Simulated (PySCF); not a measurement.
## Bonding in `COc1ccnn1[SiH](C)C`

Species: C6H12N2OSi.
Numbering: `[CH3:1][O:2][c:3]1[cH:4][cH:5][n:6][n:7]1[SiH:8]([CH3:9])[CH3:10]` (hydrogens: H11, H12, H13 on C1; H14 on C4; H15 on C5; H16 on Si8; H17, H18, H19 on C9; H20, H21, H22 on C10)

Geometry (GFN2-xTB, Å), atoms numbered from 1 in this order:
```
atom  x, y, z in Å
C1     2.907    1.084    0.669
O2     1.524    0.889    0.479
C3     1.189   -0.176   -0.285
C4     1.910   -1.173   -0.897
C5     0.919   -1.953   -1.523
N6    -0.281   -1.473   -1.311
N7    -0.123   -0.371   -0.545
Si8   -1.467    0.639   -0.003
C9    -1.573    0.504    1.889
C10   -2.994   -0.056   -0.876
H11    3.005    1.977    1.284
H12    3.419    1.237   -0.286
H13    3.359    0.232    1.185
H14    2.968   -1.332   -0.904
H15    1.054   -2.838   -2.114
H16   -1.130    2.005   -0.426
H17   -0.630    0.781    2.350
H18   -1.810   -0.510    2.201
H19   -2.340    1.159    2.288
H20   -3.904    0.400   -0.499
H21   -2.948    0.123   -1.945
H22   -3.065   -1.130   -0.732
```

Bond orders from the PBE0/pcSseg-1 density (PySCF). One conformer (not necessarily the lowest) at the GFN2-xTB geometry, without solvent, vibrations or thermal averaging.

**Question.** How far do the computed orders between heavy atoms stray from the drawn ones?

**Answer.** The largest departure is 0.407, at N7–C3 (drawn aromatic, 1.093), counting aromatic bonds as 1.5. Drawn single, order below 0.88: N7–Si8 (0.739). The bonds drawn aromatic range from 1.09 to 1.60.

**Question.** Set the Mayer orders of the bonds beside their lengths.

**Answer.** 
| bond | drawn as | length (Å) | Mayer order |
| --- | --- | --- | --- |
| C1–O2 | single | 1.410 | 0.903 |
| O2–C3 | single | 1.353 | 1.008 |
| C3–C4 | aromatic | 1.374 | 1.452 |
| C4–C5 | aromatic | 1.408 | 1.280 |
| C5–N6 | aromatic | 1.310 | 1.599 |
| N6–N7 | aromatic | 1.351 | 1.135 |
| N7–Si8 | single | 1.766 | 0.739 |
| Si8–C9 | single | 1.900 | 0.961 |
| Si8–C10 | single | 1.892 | 0.983 |
| N7–C3 | aromatic | 1.353 | 1.093 |
| C1–H11 | single | 1.088 | 0.970 |
| C1–H12 | single | 1.094 | 0.957 |
| C1–H13 | single | 1.095 | 0.956 |
| C4–H14 | single | 1.070 | 0.970 |
| C5–H15 | single | 1.073 | 0.978 |
| Si8–H16 | single | 1.470 | 0.947 |
| C9–H17 | single | 1.086 | 0.956 |
| C9–H18 | single | 1.087 | 0.952 |
| C9–H19 | single | 1.085 | 0.957 |
| C10–H20 | single | 1.085 | 0.957 |
| C10–H21 | single | 1.085 | 0.957 |
| C10–H22 | single | 1.086 | 0.948 |

By pair of heavy elements: C–O: lowest C1–O2 (0.903, 1.410 Å), highest O2–C3 (1.008, 1.353 Å). C–C: lowest C4–C5 (1.280, 1.408 Å), highest C3–C4 (1.452, 1.374 Å). C–N: lowest N7–C3 (1.093, 1.353 Å), highest C5–N6 (1.599, 1.310 Å). C–Si: lowest Si8–C9 (0.961, 1.900 Å), highest Si8–C10 (0.983, 1.892 Å).

**Question.** Sum the orders of all bonds at each heavy atom with more than one neighbour and set the sums beside the valence in the SMILES.

**Answer.** C1 3.786 (drawn 4), O2 1.911 (drawn 2), C3 3.553 (drawn 4), C4 3.702 (drawn 4), C5 3.857 (drawn 4), N6 2.734 (drawn 3), N7 2.967 (drawn 3), Si8 3.630 (drawn 4), C9 3.826 (drawn 4), C10 3.845 (drawn 4). Orders between atoms that aren't bonded are not in these sums.

For a closed shell the Mayer order of atoms A and B is Σ (PS)μν (PS)νμ over the basis functions μ on A and ν on B, with P the density and S the overlap matrix.

These values come from a run that also computed NMR shieldings. Cost: about 2.5 min of CPU time on one thread; the machine was shared, so the figure is rough.
